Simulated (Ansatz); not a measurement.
# Molecular dynamics of BBrClH$_{3}$

Input:

```yaml
crystal:
  periodic: [false, false, false]
  atoms:
    - { symbol: B, position_ang: [-0.501083, -0.280573, -0.284026] }
    - { symbol: Cl, position_ang: [1.292393, 0.173289, -0.982327] }
    - { symbol: H, position_ang: [-0.596665, -1.444637, -0.175531] }
    - { symbol: H, position_ang: [-1.300814, 0.426024, -0.770931] }
    - { symbol: H, position_ang: [1.149878, 0.599991, 0.511185] }
    - { symbol: Br, position_ang: [-0.043809, 0.525804, 1.70173] }
basis:
  gaussian: { orbitals: def2-TZVP }
hamiltonian:
  xc: { name: BHLYP }
  dispersion: d4
md:
  timestep: 0.5
  n_steps: 200
  ensemble: nve
  temperature: 300.0
  initial_velocities: maxwell_boltzmann
  seed: 9091
```

Command:

```bash
$ ansatz run input.yaml --threads 4 --pin off --max-ram 5120MiB --backend cpu --events-out ev --progress --plain --runs-dir out
```

It starts at the highest image of a converged band, a first-order saddle point between two minima.

Output, in part (step lines, the closing report, with atoms numbered from 0):

```
md step     0: t =     0.00 fs  T =   300.0 K  F+E_penalty+E_count = -83293.98064187 eV  E_kin = 0.155112 eV  conserved = -83293.82552987 eV  (28 SCF iters)
[... lines left out ...]
Total energy: -83294.70183344 eV, -3061.0238332022 hartree
Atom 0 at    -0.243927    -0.552635    -1.712468 Å, force     0.438695    -0.537999     0.771336 eV/Å
Atom 1 at     1.425876    -0.025286    -1.691030 Å, force    -0.507386    -0.159889     0.059242 eV/Å
Atom 2 at    -0.683799    -1.288037    -0.888942 Å, force     0.444986     0.166602     0.065525 eV/Å
Atom 3 at    -0.946806    -0.228857    -2.554721 Å, force    -0.372219     0.536206    -0.863866 eV/Å
Atom 4 at    -1.546825     0.588179     2.555351 Å, force     1.513333     0.074185    -0.343884 eV/Å
Atom 5 at    -0.107167     0.657145     2.215116 Å, force    -1.517410    -0.079105     0.311648 eV/Å
Dipole moment:    -0.342329    -0.045611     0.059929 e Å
```

The steps, from the saved trajectory:

```tsv
time (fs)	T (K)	potential energy less start (eV)	conserved less start (meV/atom)
0.0	300	0.000	0.00
3.0	176	0.065	0.17
6.0	230	0.036	0.03
9.0	171	0.068	0.17
12.0	420	-0.062	0.02
15.0	520	-0.113	0.12
18.0	783	-0.249	0.05
21.0	975	-0.348	0.05
24.0	1125	-0.426	0.04
27.0	1332	-0.533	0.05
30.0	1411	-0.574	0.05
33.0	1296	-0.514	0.06
36.0	1200	-0.465	0.07
39.0	1253	-0.492	0.09
42.0	1343	-0.539	0.05
45.0	1339	-0.537	0.05
48.0	1361	-0.548	0.06
51.0	1415	-0.576	0.12
54.0	1578	-0.661	-0.01
57.0	1548	-0.645	0.07
60.0	1592	-0.668	0.04
63.0	1590	-0.666	0.14
66.0	1786	-0.769	-0.03
69.0	1735	-0.741	0.09
72.0	1761	-0.755	0.02
75.0	1667	-0.706	0.15
78.0	1862	-0.808	-0.05
81.0	1786	-0.768	0.12
84.0	1815	-0.783	0.01
87.0	1670	-0.708	0.15
90.0	1836	-0.794	-0.03
93.0	1774	-0.761	0.12
96.0	1813	-0.783	0.00
99.0	1655	-0.700	0.14
```

All steps were run. The conserved energy stayed within 0.17 meV per atom of its start (net change 0.08 meV per atom), so the integration is sound. The kinetic energy rose, since the run started high on the potential surface and went downhill. It ends in pieces (BClH2 + BrH), so much of that is their flight and rotation, not heat. A run of 0.1 ps of so small a system gives no equilibrium averages. The orbitals stay closed-shell, which can raise the energy where a bond breaks towards radicals; this wasn't checked here.

Between its relaxed ends the band would form B1–Br6, Cl2–H5 and break B1–Cl2, H5–Br6. These pairs go: B1–Br6 2.19 → 4.11 Å, Cl2–H5 1.56 → 5.22 Å, B1–Cl2 1.98 → 1.75 Å, H5–Br6 1.69 → 1.48 Å. In the last frame they stand as before the step (other bonds may differ from the relaxed reactants and products). It ends as BClH2 + BrH. Pairs count as bonded within 1.25 times the sum of covalent radii (0.12 Å more for H–H).

Last frame:

```xyz
6
Properties=species:S:1:pos:R:3
B -0.244 -0.553 -1.712
Cl 1.426 -0.025 -1.691
H -0.684 -1.288 -0.889
H -0.947 -0.229 -2.555
H -1.547 0.588 2.555
Br -0.107 0.657 2.215
```

Time of the run: 8 min on 4 threads of Arm Neoverse N1, with other jobs on the host, peak memory 0.38 GiB.
